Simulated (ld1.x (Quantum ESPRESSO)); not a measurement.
Results of a calculation; reference values are marked as such.
Potentials for Al compared

Generated with ld1.x 7.5 (TM, RRKJ, ultrasoft, PAW), atompaw 4.2 or ONCVPSP 4.0.1. The cutoff is in Ry: for ld1.x and atompaw files where the sum of valence levels is converged to 10 mRy in a Bessel basis, for ONCV files where the hardest occupied wave has 1 mHa per electron of residual kinetic energy. The error is the largest all-electron minus pseudo excitation energy over each file’s own four to seven test configurations (ionisations up to +4, promotions, holes and added fractions of an electron), all of which were solved. The labels leave out finer settings (local radius, basis sizes, second energies), which also bear on the numbers. Spin-polarised tests are not counted. The rows are a selection from randomly drawn settings: files with unsolved tests, undetermined cutoffs or missed reference levels are left out.

```tsv
potential	cutoff (Ry)	largest error (meV)	bound ghosts
RRKJ, PW91, scalar-relativistic, rc 1.36/1.95 (sp), local s, core correction no, reference 3s1.5 3p1.5	35	+25	none
ultrasoft, LDA (PZ), scalar-relativistic, rc 1.95/2.75/2.50 (spd), local smoothed, core correction no, reference 3s1 3p2	6	+39	none
TM, revPBE, scalar-relativistic, rc 2.15/2.35 (sp), local s, core correction no, reference 3s1.5 3p1.5	8	-28	none
RRKJ, PBE, scalar-relativistic, rc 1.80/2.40 (sp), local p, core correction yes, reference 3s2 3p1	30	+17	none
```

(1) Fill in the row for Al: RRKJ, PBEsol, non-relativistic, rc 2.00/2.15 (sp), local s, core correction no, reference 3s2 3p1.

(2) Fill in the row for Al: TM semilocal, PBE, non-relativistic, rc 1.70/2.25/2.20 (spd), local d, core correction yes, reference 3s2 3p1.

## Answers

(1) cutoff 10 Ry, largest error +19 meV, bound ghosts: none.

(2) cutoff 10 Ry, largest error +9.7 meV, bound ghosts: none.
